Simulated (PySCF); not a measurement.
PySCF input file for Be(F)(SiH3) (BeFH₃Si), SMILES [F][Be][SiH3], TDDFT-ωB97X/def2-SVPD. Geometry optimised at PBE0-D3(BJ)/def2-TZVP.

```python
import numpy as np
from pyscf import gto, scf, dft, tdscf

mol = gto.M(
    atom='''
    Be    0.00000000    0.00000000   -0.87667416
    F    -0.00000000    0.00000000   -2.24674033
    Si    0.00000000   -0.00000000    1.29973784
    H     1.20153894    0.69370883    1.84367662
    H    -0.00000001   -1.38741766    1.84367662
    H    -1.20153894    0.69370884    1.84367662
    ''',
    basis='def2-SVPD',
    charge=0,
    spin=0,
    symmetry=True,
    max_memory=1600,
    verbose=4,
)
mf = dft.RKS(mol, xc='wb97x').density_fit(auxbasis='def2-universal-jkfit')
mf.grids.level = 3
mf.conv_tol = 1e-9
mf.max_cycle = 100
mf.kernel()
mf.grids = dft.Grids(mol).set(level=1).build(with_non0tab=True)  # coarser grid for the response kernel
td = tdscf.TDDFT(mf)
td.singlet = True
td.nstates = 10
td.conv_tol = 1e-4
td.kernel(x0=td.get_init_guess(mf, 15))
td.analyze()
tt = tdscf.TDA(mf)
tt.singlet = False
tt.nstates = 4
tt.conv_tol = 1e-4
tt.kernel(x0=tt.get_init_guess(mf, 9))
tt.analyze(verbose=3)
```

It prints:

```
PySCF version 2.14.0

[INPUT] verbose = 4
[INPUT] num. atoms = 6
[INPUT] num. electrons = 30
[INPUT] charge = 0
[INPUT] spin (= nelec alpha-beta = 2S) = 0
[INPUT] symmetry True subgroup None
[INPUT] Mole.unit = angstrom
[INPUT] Symbol           X                Y                Z      unit          X                Y                Z       unit  Magmom
[INPUT]  1 Be     0.000000000000   0.000000000000  -0.876674160000 AA    0.000000000000   0.000000000000  -1.656674062883 Bohr   0.0
[INPUT]  2 F      0.000000000000   0.000000000000  -2.246740330000 AA    0.000000000000   0.000000000000  -4.245723896715 Bohr   0.0
[INPUT]  3 Si     0.000000000000   0.000000000000   1.299737840000 AA    0.000000000000   0.000000000000   2.456148551334 Bohr   0.0
[INPUT]  4 H      1.201538940000   0.693708830000   1.843676620000 AA    2.270579524600   1.310919698892   3.484043874064 Bohr   0.0
[INPUT]  5 H     -0.000000010000  -1.387417660000   1.843676620000 AA   -0.000000018897  -2.621839397785   3.484043874064 Bohr   0.0
[INPUT]  6 H     -1.201538940000   0.693708840000   1.843676620000 AA   -2.270579524600   1.310919717790   3.484043874064 Bohr   0.0

nuclear repulsion = 67.2834264102804
point group symmetry = C3v, use subgroup Cs
symmetry origin: [-6.29908703e-10  6.29908703e-10  6.29908422e-10]
symmetry axis x: [ 1.03075065e-09  1.00000000e+00 -2.32010450e-10]
symmetry axis y: [-2.32010261e-10  2.32010450e-10  1.00000000e+00]
symmetry axis z: [ 1.00000000e+00 -1.03075065e-09  2.32010261e-10]
num. orbitals of irrep A' = 56
num. orbitals of irrep A" = 27
number of shells = 37
number of NR pGTOs = 127
number of NR cGTOs = 83
basis = def2-SVPD
ecp = {}


[settings echo left out]
init E= -405.579397088837
HOMO (A') = -0.361253615785113  LUMO (A') = -0.0078436620434883  gap/eV = 9.61677
cycle= 1 E= -405.663191264244  delta_E= -0.0838  |g|= 0.588  |ddm|= 2.55
HOMO (A") = -0.375947795338667  LUMO (A') = 0.0230056242201364  gap/eV = 10.85608
cycle= 2 E= -405.659438098056  delta_E= 0.00375  |g|= 0.745  |ddm|=  1.1
HOMO (A') = -0.407054448741666  LUMO (A") = 0.0307510135092102  gap/eV = 11.91329
cycle= 3 E= -405.745626912  delta_E= -0.0862  |g|= 0.0351  |ddm|= 0.48
HOMO (A') = -0.391200298685582  LUMO (A") = 0.0398115531912757  gap/eV = 11.72843
cycle= 4 E= -405.746457545507  delta_E= -0.000831  |g|= 0.0111  |ddm|= 0.126
HOMO (A') = -0.394531548832774  LUMO (A") = 0.0385826192842518  gap/eV = 11.78564
cycle= 5 E= -405.746532853336  delta_E= -7.53e-05  |g|= 0.00258  |ddm|= 0.0314
HOMO (A') = -0.394648920680672  LUMO (A") = 0.0384195134948531  gap/eV = 11.78439
cycle= 6 E= -405.746537325438  delta_E= -4.47e-06  |g|= 0.000535  |ddm|= 0.00916
HOMO (A') = -0.394657789473581  LUMO (A") = 0.0384361806136577  gap/eV = 11.78509
cycle= 7 E= -405.746537591978  delta_E= -2.67e-07  |g|= 7.84e-05  |ddm|= 0.00319
HOMO (A') = -0.394662581031529  LUMO (A") = 0.0384347846152058  gap/eV = 11.78518
cycle= 8 E= -405.746537596799  delta_E= -4.82e-09  |g|= 1.49e-05  |ddm|= 0.00048
HOMO (A') = -0.394661988447558  LUMO (A") = 0.0384350278247201  gap/eV = 11.78517
cycle= 9 E= -405.746537596965  delta_E= -1.66e-10  |g|= 2.72e-06  |ddm|= 7.01e-05
HOMO (A') = -0.394661765125012  LUMO (A") = 0.0384348211161236  gap/eV = 11.78516
Extra cycle  E= -405.746537596973  delta_E= -7.79e-12  |g|= 1.17e-06  |ddm|= 7.49e-06
converged SCF energy = -405.746537596973
tot grids = 24216


******** <class 'pyscf.tdscf.rks.TDDFT'> for <class 'pyscf.df.df_jk.DFSymAdaptedRKS'> ********
nstates = 10 singlet
deg_eia_thresh = 1.000e-03
wfnsym = None
conv_tol = 0.0001
eigh lindep = 1e-12
eigh level_shift = 0
eigh max_cycle = 100


Excitation energies (eV)
[6.67557947 6.67559624 7.62237867 8.12957674 8.47164411 8.47194172
 8.64462372 8.91111502 8.91178053 9.206189  ]

** Singlet excitation energies and oscillator strengths **
Excited State   1:   A"      6.67558 eV    185.73 nm  f=0.1107
      15 -> 16       -0.67045
      15 -> 20        0.17355
Excited State   2:   A'      6.67560 eV    185.73 nm  f=0.1107
      15 -> 17       -0.67045
      15 -> 21        0.17353
Excited State   3:   A'      7.62238 eV    162.66 nm  f=0.2744
      15 -> 18        0.66370
      15 -> 19       -0.20164
Excited State   4:   A"      8.12958 eV    152.51 nm  f=0.0000
      13 -> 17       -0.46086
      13 -> 21        0.15907
      14 -> 16       -0.46093
      14 -> 20        0.15911
Excited State   5:   A"      8.47164 eV    146.35 nm  f=0.0260
      13 -> 17        0.45892
      13 -> 18       -0.11710
      13 -> 21       -0.12298
      13 -> 22       -0.10466
      14 -> 16       -0.45887
      14 -> 20        0.12296
Excited State   6:   A'      8.47194 eV    146.35 nm  f=0.0261
      13 -> 16       -0.45889
      13 -> 20        0.12291
      14 -> 17       -0.45882
      14 -> 18       -0.11711
      14 -> 21        0.12290
      14 -> 22       -0.10468
Excited State   7:   A'      8.64462 eV    143.42 nm  f=0.0231
      13 -> 16        0.38241
      13 -> 20       -0.10196
      14 -> 17       -0.38256
      14 -> 21        0.10202
      15 -> 19       -0.19201
      15 -> 22        0.33958
      15 -> 25       -0.17108
Excited State   8:   A"      8.91112 eV    139.13 nm  f=0.0055
      15 -> 20       -0.28272
      15 -> 24       -0.62672
Excited State   9:   A'      8.91178 eV    139.12 nm  f=0.0055
      15 -> 21        0.28285
      15 -> 23        0.62661
Excited State  10:   A"      9.20619 eV    134.67 nm  f=0.2215
      13 -> 18       -0.60449
      13 -> 19        0.26007
      13 -> 22        0.13593

** Transition electric dipole moments (AU) **
state          X           Y           Z        Dip. S.      Osc.
  1         0.8226     -0.0000      0.0000      0.6767      0.1107
  2         0.0000      0.8227     -0.0002      0.6768      0.1107
  3         0.0000     -0.0000     -1.2121      1.4692      0.2744
  4        -0.0001      0.0000      0.0000      0.0000      0.0000
  5        -0.3543     -0.0000     -0.0000      0.1255      0.0260
  6        -0.0000      0.3544     -0.0000      0.1256      0.0261
  7         0.0000     -0.0000     -0.3302      0.1090      0.0231
  8         0.1587     -0.0000     -0.0000      0.0252      0.0055
  9        -0.0000     -0.1586      0.0000      0.0252      0.0055
 10         0.9910      0.0000      0.0000      0.9821      0.2215

** Transition velocity dipole moments (imaginary part, AU) **
state          X           Y           Z        Dip. S.      Osc.
  1         0.1999     -0.0000     -0.0000      0.0400      0.1086
  2        -0.0000      0.1999     -0.0001      0.0400      0.1086
  3        -0.0000     -0.0000     -0.3430      0.1177      0.2801
  4        -0.0000     -0.0000     -0.0000      0.0000      0.0000
  5        -0.1141      0.0000      0.0000      0.0130      0.0279
  6        -0.0000      0.1141     -0.0000      0.0130      0.0279
  7        -0.0000     -0.0000     -0.1057      0.0112      0.0234
  8         0.0524      0.0000      0.0000      0.0027      0.0056
  9         0.0000     -0.0523      0.0000      0.0027      0.0056
 10         0.3381     -0.0000     -0.0000      0.1143      0.2253

** Transition magnetic dipole moments (imaginary part, AU) **
state          X           Y           Z
  1         0.0000      0.1691     -0.0001
  2        -0.1691     -0.0000      0.0000
  3        -0.0000      0.0000     -0.0000
  4         0.0000      0.0001      0.9924
  5         0.0000     -0.1013     -0.0001
  6        -0.1008     -0.0000      0.0000
  7        -0.0001      0.0000     -0.0000
  8        -0.0000     -0.5336     -0.0000
  9        -0.5341      0.0000     -0.0000
 10        -0.0000     -0.6742     -0.0002


******** <class 'pyscf.tdscf.rks.TDA'> for <class 'pyscf.df.df_jk.DFSymAdaptedRKS'> ********
nstates = 4 triplet
deg_eia_thresh = 1.000e-03
wfnsym = None
conv_tol = 0.0001
eigh lindep = 1e-12
eigh level_shift = 0
eigh max_cycle = 100


Excitation energies (eV)
[5.47395381 5.4741203  7.07761262 7.69955511]

** Triplet excitation energies and oscillator strengths **
Excited State   1:   A"      5.47395 eV    226.50 nm  f=0.0000
Excited State   2:   A'      5.47412 eV    226.49 nm  f=0.0000
Excited State   3:   A'      7.07761 eV    175.18 nm  f=0.0000
Excited State   4:   A'      7.69956 eV    161.03 nm  f=0.0000
```

The calculation finished and met its thresholds.

Cost: roughly 50 core-seconds.
